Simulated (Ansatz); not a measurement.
`[O]=[Mo]([OH])([F])([F])[Cl]` and `[O]=[Mo]([OH])([OH])([F])[F]` differ in one atom or group.

Ansatz, PBE0-D4/def2-TZVP geometries, multiplicity 1. Each molecule was computed in one conformer, which needn't be the lowest.

Elements past krypton have def2 core potentials.

| property | `[O]=[Mo]([OH])([F])([F])[Cl]` |
| --- | --- |
| size of the dipole moment (PBE/def2-TZVPP) / D | 2.73 |
| HOMO–LUMO gap (B3LYP/def2-TZVPP) / eV | 4.51 |
| size of the dipole moment (B3LYP/def2-TZVPP) / D | 2.81 |
| HOMO–LUMO gap (ωB97M-V/def2-TZVPP) / eV | 9.40 |
| LUMO energy (B3LYP/def2-TZVPP) / eV | -4.68 |
| HOMO energy (B3LYP/def2-TZVPP) / eV | -9.19 |

Task: Give the same properties after the change, and the shifts. (Estimate.)

Result: The calculation gave: 
```json
{"property": "size of the dipole moment (PBE/def2-TZVPP) / D", "`[O]=[Mo]([OH])([OH])([F])[F]`": "2.68", "shift": "-0.05"}
{"property": "HOMO–LUMO gap (B3LYP/def2-TZVPP) / eV", "`[O]=[Mo]([OH])([OH])([F])[F]`": "5.62", "shift": "1.11"}
{"property": "size of the dipole moment (B3LYP/def2-TZVPP) / D", "`[O]=[Mo]([OH])([OH])([F])[F]`": "2.71", "shift": "-0.10"}
{"property": "HOMO–LUMO gap (ωB97M-V/def2-TZVPP) / eV", "`[O]=[Mo]([OH])([OH])([F])[F]`": "10.72", "shift": "1.32"}
{"property": "LUMO energy (B3LYP/def2-TZVPP) / eV", "`[O]=[Mo]([OH])([OH])([F])[F]`": "-4.13", "shift": "0.55"}
{"property": "HOMO energy (B3LYP/def2-TZVPP) / eV", "`[O]=[Mo]([OH])([OH])([F])[F]`": "-9.75", "shift": "-0.56"}
```

With PBE0 the HOMO falls by 0.56 eV and the LUMO rises by 0.57 eV, so the gap widens by about 1.13 eV. PBE moves the HOMO by -0.28 eV and ωB97M-V by -0.72 eV. Dipoles are sizes alone; their direction can turn.

B3LYP here is the variant with VWN-RPA as its local correlation; programs differ in this.
